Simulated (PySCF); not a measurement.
ECD: SMILES C(=CC#C)=C(F)C#C, C7H3F

Molfile (atoms numbered from 1):
```
C7H3F
     RDKit          3D

 11 10  0  0  0  0  0  0  0  0999 V2000
    2.8163    1.3190   -1.1333 C   0  0  0  0  0  0  0  0  0  0  0  0
    2.1483    0.6065   -0.4142 C   0  0  0  0  0  0  0  0  0  0  0  0
    1.3957   -0.2323    0.4563 C   0  0  0  0  0  0  0  0  0  0  0  0
    0.1714   -0.6531    0.2169 C   0  0  0  0  0  0  0  0  0  0  0  0
   -1.0658   -1.0511    0.0120 C   0  0  0  0  0  0  0  0  0  0  0  0
   -1.3279   -2.1976   -0.6296 F   0  0  0  0  0  0  0  0  0  0  0  0
   -2.2082   -0.3193    0.4438 C   0  0  0  0  0  0  0  0  0  0  0  0
   -3.1786    0.3062    0.8143 C   0  0  0  0  0  0  0  0  0  0  0  0
    3.4009    1.9472   -1.7803 H   0  0  0  0  0  0  0  0  0  0  0  0
    1.8884   -0.5425    1.3904 H   0  0  0  0  0  0  0  0  0  0  0  0
   -4.0374    0.8644    1.1400 H   0  0  0  0  0  0  0  0  0  0  0  0
  1  2  3  0
  2  3  1  0
  3  4  2  0
  4  5  2  0
  5  6  1  0
  5  7  1  0
  7  8  3  0
  1  9  1  0
  3 10  1  0
  8 11  1  0
M  END
```

The calculation used TDDFT CAM-B3LYP/def2-TZVPD circular dichroism and optical rotation, one conformer, gas phase in PySCF 2.14.0. Geometry: PBE0-D3(BJ)/def2-SVP.

No stereocentre is labelled: unless the shape is locked (an allene, a helicene, a hindered biaryl), the mirror image is equally populated and a measured rotation or CD is zero.

Q: Which excitations and rotatory strengths does the calculation give?

A: Rotatory strengths R in 10⁻⁴⁰ esu² cm², velocity form and length form (origin at the centre of mass); f in length form.
```
state  E (eV)  λ (nm)       f  R (velocity)  R (length)                                    main
    1    4.16     298  0.0001          +0.5        +0.5                          HOMO→LUMO 0.94
    2    5.22     237   0.002         -12.7       -12.7    HOMO−2→LUMO 0.77, HOMO−1→LUMO+1 0.11
    3    5.29     234  0.0003          -2.5        -2.5    HOMO−1→LUMO+1 0.74, HOMO−2→LUMO 0.12
    4    5.34     232   0.193          +2.5        +2.5      HOMO−1→LUMO 0.77, HOMO→LUMO+1 0.09
    5    5.58     222   0.523         -60.8       -60.9      HOMO→LUMO+1 0.59, HOMO−3→LUMO 0.16
    6    6.02     206   0.000          +0.2        +0.2                      HOMO−3→LUMO+1 0.55
    7    6.18     201  0.0003          -0.9        -0.9      HOMO→LUMO+5 0.32, HOMO−4→LUMO 0.22
    8    6.45     192  0.0004          -1.5        -1.5  HOMO−1→LUMO+4 0.18, HOMO−1→LUMO+6 0.16
    9    6.68     186   0.115         +44.5       +44.2      HOMO→LUMO+2 0.66, HOMO−3→LUMO 0.08
   10    6.82     182   0.622        -126.6      -126.2      HOMO−3→LUMO 0.37, HOMO→LUMO+2 0.15
   11    6.97     178   0.021         +37.0       +36.9                      HOMO−1→LUMO+2 0.65
   12    7.11     174   0.062         +27.8       +27.3                      HOMO−2→LUMO+1 0.56
```

Among the states computed, the strongest CD band (largest |R|) is state 10. The largest dissymmetry factor in size, g = 4R/(D+G), with D and G the electric and magnetic dipole strengths, is -0.072 for state 3 (velocity form, f = 0.0003), among bands with |R| over 0.5. The mirror image has the same energies and oscillator strengths and all R with the opposite sign.
